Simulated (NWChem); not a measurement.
System: Si₄H₈O; SMILES O[SiH]1[SiH2][SiH2][SiH2]1

```xyz
13

O      0.0109     2.8388     0.0000
Si     0.4457     1.2254     0.0000
Si    -0.2666    -0.3311     1.6347
Si     0.1829    -1.9786     0.0000
Si    -0.2666    -0.3311    -1.6347
H     -0.9333     3.0228     0.0000
H      1.9401     1.2084     0.0000
H      0.3964    -0.3967     2.9732
H     -1.7542    -0.2651     1.8162
H      1.6285    -2.3651     0.0000
H     -0.6747    -3.2018     0.0000
H     -1.7542    -0.2651    -1.8162
H      0.3964    -0.3967    -2.9732
```
Atoms are numbered in this order, from 1.

Computed with NWChem. All runs use the structure optimised with PBE0/def2-SVP. Level: PBE0/def2-SVP with SMD (1 M gas to 1 M solution), gas-phase geometry. Reactions with the solvent are ignored.

### Question
Predict the results for solvent water. Quantities: solvation free energy (kcal/mol); cavity-dispersion-structure term (kcal/mol); dipole in solution (D).

### Answer
| Quantity | Value |
|---|---|
| solvation free energy (kcal/mol) | -0.8 |
| cavity-dispersion-structure term (kcal/mol) | 4.5 |
| dipole in solution (D) | 1.64 |
